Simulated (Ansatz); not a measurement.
## Ansatz (development build ahead of 0.2.0) run

```yaml
crystal:
  periodic: [false, false, false]
  atoms:
    - { symbol: Cl, position_ang: [0.0, 0.0, 0.0] }
basis:
  gaussian: { orbitals: cc-pVTZ }
total_charge: -1
hamiltonian:
  xc: hf
correlation:
  method: mp2
  frozen_orbitals: { Cl: 5 }
```

The input is written out in the form of the current development build from the run's settings.

The run gave:

* Converged: yes
* Reference energy: -459.56467 hartree
* Correlation energy: -0.19696 hartree
* Total energy: -459.76162 hartree
* Spin squared of the determinant: 0.000

Caution: no diffuse functions for an anion.
